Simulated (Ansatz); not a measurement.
`[SiH3]C=C([SiH3])[SiH3]` + `[SH][GeH3]` → `[SiH3][S][GeH3]` + `[SiH3]/C=C/[SiH3]`  (ligand exchange at the Si–C bond)

Gas-phase electronic energies from Ansatz, PBE0-D4/def2-TZVP geometries. CBS: MP2 limit from def2 TZ/QZ plus the TZ coupled-cluster correction, frozen cores. This one scheme is used for every species. Functionals use def2-TZVPP. B3LYP here is the variant with VWN-RPA as its local correlation; programs differ in this. For Ge outer-core shells are correlated without core-valence functions, which leaves a few kJ/mol of doubt a bond. Scalar relativity is left out up to krypton.

```csv
level,ΔE (kcal/mol),difference from CCSD(T)/CBS
PBE-D4,-15.9,1.0
r2SCAN-D4,-17.0,-0.1
PBE0-D4,-16.6,0.3
B3LYP-D4,-16.0,0.9
ωB97X-V,-16.7,0.2
ωB97M-V,-16.5,0.4
B2PLYP,-17.3,-0.4
PBE,-16.9,0.0
r2SCAN,-17.3,-0.4
PBE0,-17.5,-0.6
B3LYP,-17.5,-0.6
HF/def2-TZVPP,-19.3,-2.4
MP2/def2-TZVPP,-16.9,0.0
SCS-MP2/def2-TZVPP,-16.9,0.0
CCSD/def2-TZVPP,-16.5,0.4
CCSD(T)/def2-TZVPP,-16.1,0.8
HF/def2-QZVPP,-19.2,-2.3
MP2/def2-QZVPP,-17.3,-0.4
SCS-MP2/def2-QZVPP,-17.3,-0.4
HF/CBS(def2),-19.2,-2.3
MP2/CBS(def2),-17.7,-0.8
CCSD/CBS(def2),-17.3,-0.4
CCSD(T)/CBS,-16.9,0
```

Largest T1 diagnostic among the species: 0.013.

In def2-TZVPP, CCSD(T) changes the Hartree–Fock value by +3.2 kcal/mol (the triples alone add +0.4 kcal/mol) and MP2 by +2.4 kcal/mol. The D4 term adds +1.6 kcal/mol with B3LYP and +0.9 kcal/mol with PBE0; it sums over pairs of atoms, weighted by their polarisabilities, and B3LYP, whose exchange is more repulsive, gets the larger term.
